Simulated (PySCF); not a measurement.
## Calculated NMR parameters of C=NC(=O)/C=C\[SiH](C)C

- Formula: C6H11NOSi
- SMILES: C=NC(=O)/C=C\[SiH](C)C
- InChI: InChI=1S/C6H11NOSi/c1-7-6(8)4-5-9(2)3/h4-5,9H,1H2,2-3H3/b5-4-
- Point group of the computed structure: C1
- Degrees of unsaturation: 3
- Carbon signals: 5
- Proton signals: 6

Structure with atom numbers: `[CH2:1]=[N:2][C:3](=[O:4])/[CH:5]=[CH:6]\[SiH:7]([CH3:8])[CH3:9]`. Hydrogens are named by the atom that carries them. Ha(C1) is cis to C3; Hb(C1) is trans to C3.

Non-relativistic Hamiltonian, equivalent nuclei averaged, no solvent model, single conformer. NMR shieldings at PBE0/pcSseg-1/GIAO; GFN2-xTB geometry; PySCF.

Scale: $^{1}$H and $^{13}$C and $^{29}$Si vs TMS; $^{15}$N vs NH3; $^{17}$O vs H2O (reference shieldings calculated alike).

```tsv
carbon	δC, type	δH (multiplicity)	HMBC from (2–3 bonds)	span of the C tensor (ppm)
C1	149.7, CH2	Hb(C1) 7.43 (d); Ha(C1) 7.71 (d)	–	182
C3	177.6, C	–	Ha(C1), Hb(C1), H(C6), H(C5)	157
C5	141.0, CH	6.61 (d)	H(C6), H(Si7)	215
C6	168.8, CH	7.38 (m)	H(C5), H(Si7), H(C8)/H(C9)	280
C8/C9	-0.6, CH3	0.19 (d)	H(C6), H(Si7), H(C8)/H(C9)	13
```

Other nuclei:
```csv
atoms,nucleus,environment,δ (ppm),σ (ppm)
H(Si7),$^{1}$H,hydrogen on a silicon bonded to 3 C,5.02,26.70
Si7,$^{29}$Si,"silicon bonded to 3 C, H",-34.4,383.6
N2,$^{15}$N,imine nitrogen,431.1,-163.4
O4,$^{17}$O,amide-type carbonyl oxygen,451.1,-115.0
```

- Carbon types of the structure: 1 × C, 2 × CH, 1 × CH2, 2 × CH3, leaving 1 H on heteroatoms.
- δC 177.6: amide carbonyl carbon; it is a carbonyl in resonance with an O or N lone pair, the region of acids, esters and amides.
- δC 168.8: β carbon of a C=C–C=O unit; conjugation with the carbonyl draws π density from the β position.
- δC 149.7: C=N carbon.
- δC 141.0: α carbon of a C=C–C=O unit; as expected for a trigonal carbon in a double bond.
- δH 0.19: hydrogen on a methyl carbon bonded to Si; an electropositive neighbour shields it, as in TMS itself.

Shifts are as computed. Against solution values, carbons near 30 ppm lie about +3 ppm off and those near 130 ppm about +5 ppm. Of 1211 compounds with measured shifts, 218 miss one by over three times the rms of a fit or turn the order of signals round; such compounds aren't used in these exercises. Unscaled 17O shifts of doubly bonded oxygen tend to come out too high, by tens of ppm or more. Experimental scales use liquid or dissolved standards, which lie at an offset from isolated NH3 (liquid NH3: subtract about 20 ppm) and H2O (liquid H2O: subtract about 36 ppm). Unscaled 15N shifts of sp2 nitrogen come out 20 to 40 ppm too high even then. Multiplicities follow the n + 1 count of equivalent neighbours, as no J values were calculated; m marks all less simple cases, F and P coupling included.
